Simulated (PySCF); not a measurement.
C5H6ClF3O.
SMILES with atom numbers: `[CH3:1][CH2:2][C@H:3]([F:4])[C:5]([F:6])([F:7])[C:8](=[O:9])[Cl:10]` (hydrogens: H11, H12, H13 on C1; H14, H15 on C2; H16 on C3)

The same species was optimised twice, with GFN2-xTB and with PBE0-D3(BJ)/def2-SVP (PySCF), and the same property calculations (PySCF, gas phase) were run on both structures.

```tsv
coordinate	GFN2-xTB	PBE0-D3(BJ)/def2-SVP	change
C3–C5 (Å)	1.546	1.524	-0.022
C2–C3 (Å)	1.524	1.510	-0.014
C5–F7 (Å)	1.350	1.338	-0.012
C5–F6 (Å)	1.358	1.352	-0.006
C5–C8 (Å)	1.541	1.546	+0.005
C1–C2 (Å)	1.524	1.520	-0.004
C3–F4 (Å)	1.375	1.376	+0.001
F6–C5–F7 (°)	105.7	108.1	+2.4
F6–C5–C8 (°)	108.8	106.6	-2.2
F4–C3–C5 (°)	107.9	106.3	-1.6
C1–C2–C3 (°)	111.2	112.3	+1.1
C3–C5–F6 (°)	108.4	109.3	+0.9
C3–C5–F7 (°)	111.7	110.9	-0.8
C2–C3–C5 (°)	112.1	112.9	+0.8
F7–C5–C8 (°)	111.9	111.4	-0.5
C1–C2–C3–F4 (°)	-67	-63	+4
C2–C3–C5–F6 (°)	-73	-64	+9
C3–C5–C8–O9 (°)	73	46	-27
```

Rotational constants: A = 1846, B = 738.3, C = 689.3 MHz (GFN2-xTB) against A = 2116, B = 683.5, C = 655.9 MHz (PBE0-D3(BJ)/def2-SVP). Point groups within 0.08 Å: C1 and C1. End groups have turned between the structures, so O9, Cl10 are left out of the comparison.

On the GFN2-xTB structure: HOMO (eV) -8.99 [PBE0/pcSseg-1]; LUMO (eV) -1.92 [PBE0/pcSseg-1]; dipole (D) 2.56 [PBE0/pcSseg-1]; GIAO shielding of C1 (ppm) 175.1 [PBE0/pcSseg-1]; GIAO shielding of C2 (ppm) 161.1 [PBE0/pcSseg-1]; GIAO shielding of C3 (ppm) 87.0 [PBE0/pcSseg-1]; GIAO shielding of F4 (ppm) 401.8 [PBE0/pcSseg-1]; GIAO shielding of C5 (ppm) 66.4 [PBE0/pcSseg-1]; GIAO shielding of F6 (ppm) 301.1 [PBE0/pcSseg-1]; GIAO shielding of F7 (ppm) 307.7 [PBE0/pcSseg-1]; GIAO shielding of C8 (ppm) 4.2 [PBE0/pcSseg-1].

Task: What do these properties become on the PBE0-D3(BJ)/def2-SVP structure?

Result: 
```json
{"property": "HOMO (eV)", "level": "PBE0/pcSseg-1", "on GFN2-xTB": "-8.99", "on PBE0-D3(BJ)/def2-SVP": "-9.06", "change": "-0.07"}
{"property": "LUMO (eV)", "level": "PBE0/pcSseg-1", "on GFN2-xTB": "-1.92", "on PBE0-D3(BJ)/def2-SVP": "-1.96", "change": "-0.04"}
{"property": "dipole (D)", "level": "PBE0/pcSseg-1", "on GFN2-xTB": "2.56", "on PBE0-D3(BJ)/def2-SVP": "2.38", "change": "-0.18"}
{"property": "energy, GFN2-xTB geometry as zero (kcal/mol)", "level": "PBE0/pcSseg-1", "on GFN2-xTB": "0.0", "on PBE0-D3(BJ)/def2-SVP": "-1.3", "change": "-1.3"}
{"property": "GIAO shielding of C1 (ppm)", "level": "PBE0/pcSseg-1", "on GFN2-xTB": "175.1", "on PBE0-D3(BJ)/def2-SVP": "173.8", "change": "-1.3"}
{"property": "GIAO shielding of C2 (ppm)", "level": "PBE0/pcSseg-1", "on GFN2-xTB": "161.1", "on PBE0-D3(BJ)/def2-SVP": "162.1", "change": "+1.0"}
{"property": "GIAO shielding of C3 (ppm)", "level": "PBE0/pcSseg-1", "on GFN2-xTB": "87.0", "on PBE0-D3(BJ)/def2-SVP": "91.5", "change": "+4.5"}
{"property": "GIAO shielding of F4 (ppm)", "level": "PBE0/pcSseg-1", "on GFN2-xTB": "401.8", "on PBE0-D3(BJ)/def2-SVP": "406.5", "change": "+4.7"}
{"property": "GIAO shielding of C5 (ppm)", "level": "PBE0/pcSseg-1", "on GFN2-xTB": "66.4", "on PBE0-D3(BJ)/def2-SVP": "69.9", "change": "+3.5"}
{"property": "GIAO shielding of F6 (ppm)", "level": "PBE0/pcSseg-1", "on GFN2-xTB": "301.1", "on PBE0-D3(BJ)/def2-SVP": "301.1", "change": "0.0"}
{"property": "GIAO shielding of F7 (ppm)", "level": "PBE0/pcSseg-1", "on GFN2-xTB": "307.7", "on PBE0-D3(BJ)/def2-SVP": "315.3", "change": "+7.6"}
{"property": "GIAO shielding of C8 (ppm)", "level": "PBE0/pcSseg-1", "on GFN2-xTB": "4.2", "on PBE0-D3(BJ)/def2-SVP": "3.3", "change": "-0.9"}
```

The heavy atoms differ by 0.287 Å rms after alignment. Among the bonds compared C3–C5 changes most (-0.022 Å). Changes are differences of the printed values. Neither structure is proved a minimum here.

Shape of the structure used: `[CH3:1][CH2:2][C@H:3]([F:4])[C:5]([F:6])([F:7])[C:8](=[O:9])[Cl:10]`: C1–C2–C3–F4 -63°, C2–C3–C5–F6 -64°, C3–C5–C8–O9 46°.
